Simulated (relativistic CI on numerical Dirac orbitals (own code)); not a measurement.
## One change at a time: Pm XVII

Base calculation: Dirac-Coulomb-Breit CI, separate exchange-only KLI orbitals for each configuration, a model potential for QED, unscaled Slater integrals.

CI space (outside the closed core [Ar] 3d10): 4s²4p⁶4d⁹, 4s²4p⁵4d¹⁰, 4s²4p⁶4d⁸4f, 4s4p⁶4d¹⁰, 4s²4p⁶4d⁸5s, 4s²4p⁵4d⁹4f, 4s²4p⁶4d⁸5p, 4s4p⁶4d⁹4f, 4s²4p⁶4d⁷4f5s, 4s²4p⁶4d⁸5d, 4s²4p⁶4d⁷5s5p, 4s²4p⁵4d⁹5s, 4s²4p⁶4d⁸5f, 4s²4p⁶4d⁸6s, 4s²4p⁶4d⁸6p, 4s²4p⁵4d⁹5p, 4s²4p⁶4d⁸5g, 4s²4p⁶4d⁸6d, 4s²4p⁶4d⁸6f, 4s²4p⁶4d⁸7s, 4s²4p⁵4d⁹5d, 4s²4p⁶4d⁸7p, 4s4p⁶4d⁹5s, 4s²4p⁶4d⁷5s², 4s²4p⁶4d⁶4f5s², 4s²4p⁵4d⁷4f5s², 4s²4p⁶4d⁶5s²5p, 4p⁶4d⁹4f², 4p⁵4d¹⁰4f², 4p⁶4d⁸4f³, 4p⁶4d⁸4f²5s, 4p⁵4d⁹4f³, 4p⁶4d⁸4f²5p. Double excitations out of closed p, d and f shells are left out; levels of such configurations are missing from the list, as are those of other unlisted configurations, and high levels can miss mixing partners. These lack a partner that the ground configuration has and come out too high: 4s²4p⁶4d⁸5d, 4s²4p⁵4d⁹5s, 4s²4p⁶4d⁸5f, 4s²4p⁶4d⁸6s, 4s²4p⁶4d⁸6p.

Variants: (1) one mean potential for all configurations; (2) non-relativistic limit. Shifts of the energy above 4s²4p⁶4d⁹ ²D5/2, in cm⁻¹, for the lowest level and the first level of each name with at least 55 % of one term (blank where a level changes its place among those of its configuration and J or its character, or is not in the variant):

| Level | Base | Δ(1) | Δ(2) |
| --- | --- | --- | --- |
| 4s²4p⁶4d⁹ ²D5/2 | 0 | 0 | 0 |
| 4s²4p⁶4d⁹ ²D3/2 | 40255 | -7 | -40254 |
| 4s²4p⁵4d¹⁰ ²P°3/2 | 919406 | -470 | -50475 |
| 4s²4p⁶4d⁸4f ⁴F°7/2 | 1006009 | -674 | -8732 |
| 4s²4p⁶4d⁸4f ⁴F°9/2 | 1012355 | -669 | -15078 |
| 4s²4p⁶4d⁸4f ²P°1/2 | 1019299 | -667 |  |
| 4s²4p⁶4d⁸4f ⁴I°15/2 | 1026597 | -662 | -2301 |
| 4s²4p⁶4d⁸4f ⁴D°7/2 | 1027015 | -668 | -17805 |
| 4s²4p⁶4d⁸4f ⁴F°3/2 | 1031711 | -665 |  |
| 4s²4p⁶4d⁸4f ⁴D°1/2 | 1042728 | -647 |  |
| 4s²4p⁶4d⁸4f ⁴P°1/2 | 1058617 | -661 |  |
| 4s²4p⁶4d⁸4f ⁴G°7/2 | 1059564 | -662 |  |
| 4s²4p⁶4d⁸4f ²P°3/2 | 1059726 | -662 |  |
| 4s²4p⁶4d⁸4f ²S°1/2 | 1061328 | -650 | -19852 |
| 4s²4p⁶4d⁸4f ²K°13/2 | 1084383 | -663 | -31238 |
| 4s²4p⁶4d⁸4f ²K°15/2 | 1088102 | -657 | -34958 |

At this charge energies of transitions that change n are usually good to better than 1 %, and those within a shell (Δn = 0) to a few per cent.

Ionisation energy from the two ground configurations alone: base 462.323 eV. The NIST ASD value (theoretical) is 462 eV.

LS names give the leading component of a level, which can be under half, so a name can repeat, a term be missing and a line seem to break the LS rules.
